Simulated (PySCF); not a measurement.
Bonds (- single, = double, # triple, : aromatic): C1:C2 1.407 Å, C2:C3 1.377 Å, C3:C4 1.396 Å, C4:N5 1.357 Å, N5:N6 1.342 Å, N6:C7 1.312 Å, C7:C8 1.422 Å, C8:C9 1.399 Å, C9:C1 1.376 Å, C8:C4 1.410 Å. C1 carries H10; C2 carries H11; C3 carries H12; N5 carries H13; C7 carries H14; C9 carries H15.

[PySCF 2.14: PBE0-D3(BJ)/def2-TZVP structure; shielding tensors at B97-2/pcSseg-2 (GIAO); single conformer; non-relativistic Hamiltonian; isolated molecule]

List the cross peaks expected in HSQC, COSY and HMBC spectra.

Results:



HSQC (one-bond C–H):
```tsv
δH	δC
8.17 (H14)	140.1 (C7)
8.02 (H15)	127.5 (C9)
7.63 (H11)	132.6 (C2)
7.59 (H12)	113.6 (C3)
7.45 (H10)	126.7 (C1)
```

COSY cross peaks (H two or three bonds apart, from the bond graph; peaks can be absent where the dihedral angle is near 90°):
```tsv
δH	δH
8.02 (H15)	7.45 (H10)
7.63 (H11)	7.59 (H12)
7.63 (H11)	7.45 (H10)
```

HMBC (two and three bonds, from the bond graph):
```tsv
δH	δC
8.17 (H14)	145.8 (C4), 130.9 (C8), 127.5 (C9)
8.02 (H15)	145.8 (C4), 140.1 (C7), 132.6 (C2), 130.9 (C8), 126.7 (C1)
7.63 (H11)	145.8 (C4), 127.5 (C9), 126.7 (C1), 113.6 (C3)
7.59 (H12)	145.8 (C4), 132.6 (C2), 130.9 (C8), 126.7 (C1)
7.45 (H10)	132.6 (C2), 130.9 (C8), 127.5 (C9), 113.6 (C3)
```

Referencing at the same level of theory: TMS for $^{1}$H, $^{13}$C.

Exchangeable OH/NH protons stand at their gas-phase positions; hydrogen bonding in a real sample shifts them, mostly to higher δ. Shifts are as computed. Against solution values, carbons near 30 ppm lie about +3 ppm off and those near 130 ppm about +7 ppm. Of 1211 compounds with measured shifts, 218 miss one by over three times the rms of a fit or turn the order of signals round; such compounds aren't used in these exercises.
